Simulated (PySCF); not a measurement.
LuOF at several levels of theory

Computed with PySCF 2.14.0 (density fitting, no spin-orbit coupling) at the geometry relaxed with PBE0:

```xyz
3
LuOF (singlet in the valence; each metal's 4f electrons, 14 of them, lie in its core potential, out of spins and levels)
Lu    0.0158    0.0000   -0.3091
O     1.5165    0.0000    0.6962
F    -1.6421    0.0000    0.7743
```

```csv
level,basis,state,HOMO (eV),gap (eV),charge on Lu1 (e),population of f-type functions on Lu1 (polarisation alone where 4f lies in the core),dipole about the centre of mass (D),largest force component (eV/Å)
PBE0,"Lu lcecp-1-SVP with ECP60, O def2-SVP, F def2-SVP",singlet,-6.64,3.88,0.87,0.08,7.61,0.01
HF,the same,singlet,-10.03,9.10,1.25,0.09,9.17,0.56
B3LYP,the same,singlet,-6.41,3.30,0.83,0.07,7.44,0.46
```

In the lcecp rows the 4f levels are missing from HOMO and gap, and the state counts the valence alone.

Charges are Mulliken's, which hang on the basis. The relaxation used the grid (50, 194), these runs (75, 302) or, all-electron (x2c bases, spin-free X2C Hamiltonian), (99, 590).

(1) What does PBE0 with Lu lcecp-1-TZVP with ECP60, O def2-TZVP, F def2-TZVP give here?

An lcecp potential fixes the number of 4f electrons, so in runs with it no electron can move into or out of that shell.

## Answers

(1) state singlet, HOMO (eV) -6.63, gap (eV) 3.89, charge on Lu1 (e) 1.28, population of f-type functions on Lu1 (polarisation alone where 4f lies in the core) 0.07, dipole about the centre of mass (D) 7.88, largest force component (eV/Å) 0.15. Time: 5.2 s on 2 threads of Arm Neoverse V1 (shared host), from free ions and atoms.
